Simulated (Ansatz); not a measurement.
Cost and result for the atomization energy of `C[SiH2]N[SiH](O)O` (15 atoms, 14 bonds).

```xyz
15

C    -0.492    0.151    2.584
Si   -0.424    1.028    0.938
N     0.571    0.187   -0.204
Si    0.189   -0.393   -1.762
O     0.523   -1.990   -1.981
O     1.127    0.358   -2.873
H     0.506    0.055    3.020
H    -1.111    0.711    3.291
H    -0.914   -0.851    2.479
H    -1.780    1.113    0.337
H     0.090    2.409    1.165
H     1.553    0.128    0.038
H    -1.255   -0.132   -1.965
H     0.066   -2.616   -1.418
H     1.353   -0.157   -3.649
```

The species carries charge 0 and has multiplicity 1. The structure was optimised at the PBE0-D4/def2-TZVP level. It is one conformer, not always the lowest. Program: Ansatz. All runs use 2 threads of an AMD EPYC 7R13 on a shared host and a share of an NVIDIA H100 80 GB. Times are those of one run each, without the atoms' runs, and a repeat can differ threefold. Electronic energies, without spin–orbit coupling; frozen cores. CCSD(T)/CBS adds CCSD(T) − MP2 in def2-TZVPP to the MP2 limit, and its time is that of the two runs behind it. T1 = 0.011. B3LYP takes the VWN-RPA correlation (the form of Gaussian; ORCA's B3LYP/G).

CCSD(T)/CBS is a level of theory with its own doubt, some kJ/mol a heavy atom from the limit and from the frozen cores, so smaller differences don't rank the functionals.

```
                             level  functions  wall time
                    MP2/def2-QZVPP        638      8.5 s
r2SCAN-D4/def2-TZVPP (with forces)        334        9 s
                 B2PLYP/def2-TZVPP        334      9.5 s
                CCSD(T)/def2-TZVPP        334       11 s
 B3LYP-D4/def2-TZVPP (with forces)        334       11 s
                ωB97X-V/def2-TZVPP        334       11 s
                PBE0-D4/def2-TZVPP        334       13 s
   PBE-D4/def2-TZVPP (with forces)        334       14 s
  ωB97M-V/def2-TZVPP (with forces)        334       15 s
                 CCSD(T)/CBS(def2)          –       19 s
```

Task: What atomization energy does each give, and how far from CCSD(T)/CBS? (Best estimate.)

Result: The calculation gave: 
| level | atomization (kcal/mol) | difference from CCSD(T)/CBS | per bond |
| --- | --- | --- | --- |
| MP2/def2-QZVPP | 1344.4 | 3.4 | 0.2 |
| r2SCAN-D4/def2-TZVPP (with forces) | 1333.4 | -7.6 | -0.5 |
| B2PLYP/def2-TZVPP | 1320.4 | -20.6 | -1.5 |
| CCSD(T)/def2-TZVPP | 1301.5 | -39.5 | -2.8 |
| B3LYP-D4/def2-TZVPP (with forces) | 1333.4 | -7.6 | -0.5 |
| ωB97X-V/def2-TZVPP | 1340.6 | -0.4 | 0.0 |
| PBE0-D4/def2-TZVPP | 1322.9 | -18.1 | -1.3 |
| PBE-D4/def2-TZVPP (with forces) | 1342.5 | 1.5 | 0.1 |
| ωB97M-V/def2-TZVPP (with forces) | 1340.6 | -0.4 | 0.0 |
| CCSD(T)/CBS(def2) | 1341.0 | 0.0 | 0.0 |

From PBE to PBE0 (25 % exact exchange), in def2-TZVPP and without D4, the atomization energy moves by −18.4 kcal/mol: exact exchange takes away binding that semilocal exchange gives to molecules. In def2-TZVPP, CCSD(T) changes the Hartree–Fock value by +331.1 kcal/mol (the triples alone add +16.9 kcal/mol) and MP2 by +350.3 kcal/mol; breaking electron pairs costs correlation energy, which Hartree–Fock lacks. The D4 term adds +12.7 kcal/mol with B3LYP and +6.7 kcal/mol with PBE0; it sums over pairs of atoms, weighted by their polarisabilities, and B3LYP, whose exchange is more repulsive, gets the larger term.
